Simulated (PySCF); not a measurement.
Computed IR spectrum (relative IR intensity) of a molecule C3H4ClF. Geometry optimised at PBE-D3(BJ)/def2-SVP. One conformer was computed; it need not be the lowest. Level of theory: PBE-D3(BJ)/def2-SVP in PySCF. Frequencies are harmonic and unscaled.

| ν (cm⁻¹) | relative intensity |
|---|---|
| 215 | 2.5 |
| 402 | 4.2 |
| 443 | 4.1 |
| 768 | 42 |
| 789 | 8.2 |
| 913 | 71 |
| 983 | 17 |
| 1158 | 100 |
| 1270 | 22 |
| 1357 | 44 |
| 1392 | 3.2 |
| 1395 | 8.6 |
| 1691 | 32 |
| 2974 | 11 |
| 3047 | 4.5 |
| 3157 | 8.7 |

Question: Pick the molecule that these values belong to.
A) C/C(F)=C\Cl
B) C/C=C(\F)Cl
C) FC1(Cl)CC1
D) C/C(Cl)=C\F

Answer: A, C/C(F)=C\Cl
